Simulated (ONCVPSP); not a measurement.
# Before and after: ONCV potential for Si (Z = 14)

ONCVPSP 4.0.1 input, shortened (lines: element, Z, core and valence counts, functional; n l f; lmax; l rc ep ncon nbas qcut; lloc lpopt rc5 dvloc0; l nproj debl; icmod fcfact rcfact), PBE, non-relativistic:

```
  Si 14.00    3    2        4      upf
    1    0    2.00
    2    0    2.00
    2    1    6.00
    3    0    2.00
    3    1    2.00
    2
    0    1.80    0.00    4    8    3.60
    1    1.80    0.00    4    7    4.10
    2    2.10    0.08    4    7    4.60
    0    5    1.80    0.00
    0    0    0.80
    1    3    2.80
    2    3    3.00
    2    0.30    1.10
```

Change: functional BLYP.

Cutoffs: the cutoffs (Ha) at which the residual kinetic energy of the hardest occupied pseudo-wave falls to 1 and 0.1 mHa per electron; they do not see the model core or the augmentation charge, which bear on the density cutoff. Errors are all-electron minus pseudo energies relative to the spin-unpolarised reference configuration.

Predict the effect on cutoff, ghosts and configuration errors.

The potential gets neither clearly harder nor softer (7.7 Ha and 43 Ha → 7.8 Ha and 44 Ha); both files keep a bound ghost (p); of the 4 tests that both files solve, the error grows in 2 and shrinks in 1 by more than 15 % and 0.3 meV (median size 13.9 → 16.0 meV).

```csv
quantity,base,changed
"cutoff, loose",7.7 Ha,7.8 Ha
"cutoff, tight",43 Ha,44 Ha
loose cutoff by channel,"s 7.7 Ha, p 3.1 Ha","s 7.8 Ha, p 3.3 Ha"
bound ghosts,p,p
GHOST(+) flags under 300 eV,none,none
"error for 3s2 3p1, meV [ΔE 7.75 → 7.60 eV]",+2.4,+3.1
"error for 3s2 3p0, meV [ΔE 23.76 → 23.50 eV]",+25,+29
"error for 3s1 3p0, meV [ΔE 57.66 → 57.43 eV]",+123,+114
"error for 3s1 3p3, meV [ΔE 6.76 → 6.79 eV]",-1.7,-1.1
s: phases at 1.83 bohr within 0.05 rad from the reference energy up to (Ha; the scan ends near 5),1.8,1.8
p: phases at 1.83 bohr within 0.05 rad from the reference energy up to (Ha; the scan ends near 5),to the end of the scan,to the end of the scan
d: phases at 2.13 bohr within 0.05 rad from the reference energy up to (Ha; the scan ends near 5),to the end of the scan,to the end of the scan
"rms error of d²Exc/dni dnj with the model core, mHa",0.89,1.06
```

Base: The cutoffs count occupied waves only; projector 3 of the p channel, the hardest unoccupied one, needs 74 Ha at the loose tolerance. Changed file: The cutoffs count occupied waves only; projector 3 of the p channel, the hardest unoccupied one, needs 74 Ha at the loose tolerance. A true bound ghost makes a file unfit for plane-wave use even where its test errors are small: the radial tests pick states by their node count and pass the ghost by.
